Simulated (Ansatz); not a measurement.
Total energies of `C[NH2+][Al-]([CH3])([CH3])[OH]`.

Cartesian coordinates in Å:
```
C 1.0909 1.5857 -0.9593
N 0.8881 0.1413 -1.1098
Al -0.3425 -0.7853 0.2234
C -2.0917 0.0783 -0.0811
C 0.5397 -0.4766 1.9626
O -0.0558 -2.3138 -0.5602
H 1.5029 1.7836 0.0298
H 1.7643 1.9938 -1.7160
H 0.1264 2.0875 -1.0313
H 1.7691 -0.3611 -1.0503
H 0.5062 -0.0819 -2.0243
H -2.1131 1.1247 0.2450
H -2.8832 -0.4297 0.4817
H -2.4011 0.0552 -1.1324
H 0.0524 -1.0532 2.7572
H 0.4991 0.5714 2.2815
H 1.5928 -0.7808 1.9663
H -0.4446 -3.1391 -0.2828
```

Charge 0, multiplicity 1. The geometry is a stationary point of PBE0-D4/def2-TZVP. It is one conformer, not always the lowest. Basis def2-TZVPP, Ansatz 0.2.0.

RPA on PBE orbitals: Hartree–Fock energy of these orbitals -491.97345 Eh, correlation -1.81811 Eh (frozen core).

```tsv
functional	energy without D4 (Eh)	D4 term (kJ/mol)
BLYP	-494.05025	-74.8
B3LYP	-494.20145	-55.5
```

(1) Give the same for LDA (SPW92), PBE, revPBE, r2SCAN, B97M-V, PBE0, r2SCANh, r2SCAN0, HSE06 (plane-wave form), BHLYP, CAM-B3LYP, LC-ωPBE, ωB97X-V, ωB97M-V, B2PLYP, PBE-QIDH. (Best estimate.)

B3LYP takes the VWN-RPA correlation (the form of Gaussian; ORCA's B3LYP/G). HSE06 is the plane-wave form, built on full-range PBE exchange. The double hybrids freeze the cores in their second-order part.

## Answers

(1) Computed: 
```json
{"functional": "LDA (SPW92)", "energy without D4 (Eh)": "-490.94704", "D4 term (kJ/mol)": "–"}
{"functional": "PBE", "energy without D4 (Eh)": "-493.69435", "D4 term (kJ/mol)": "-35.2"}
{"functional": "revPBE", "energy without D4 (Eh)": "-494.02052", "D4 term (kJ/mol)": "-103.5"}
{"functional": "r2SCAN", "energy without D4 (Eh)": "-493.99309", "D4 term (kJ/mol)": "-9.7"}
{"functional": "B97M-V", "energy without D4 (Eh)": "-494.07725", "D4 term (kJ/mol)": "–"}
{"functional": "PBE0", "energy without D4 (Eh)": "-493.75033", "D4 term (kJ/mol)": "-30.2"}
{"functional": "r2SCANh", "energy without D4 (Eh)": "-493.98027", "D4 term (kJ/mol)": "-10.2"}
{"functional": "r2SCAN0", "energy without D4 (Eh)": "-493.96220", "D4 term (kJ/mol)": "-11.2"}
{"functional": "HSE06 (plane-wave form)", "energy without D4 (Eh)": "-493.72973", "D4 term (kJ/mol)": "-28.2"}
{"functional": "BHLYP", "energy without D4 (Eh)": "-494.01705", "D4 term (kJ/mol)": "-41.8"}
{"functional": "CAM-B3LYP", "energy without D4 (Eh)": "-494.05144", "D4 term (kJ/mol)": "-30.7"}
{"functional": "LC-ωPBE", "energy without D4 (Eh)": "-493.94048", "D4 term (kJ/mol)": "–"}
{"functional": "ωB97X-V", "energy without D4 (Eh)": "-494.04838", "D4 term (kJ/mol)": "–"}
{"functional": "ωB97M-V", "energy without D4 (Eh)": "-494.02156", "D4 term (kJ/mol)": "–"}
{"functional": "B2PLYP", "energy without D4 (Eh)": "-493.83646", "D4 term (kJ/mol)": "–"}
{"functional": "PBE-QIDH", "energy without D4 (Eh)": "-493.63635", "D4 term (kJ/mol)": "–"}
```

LC-ωPBE has ω = 0.4 bohr⁻¹.
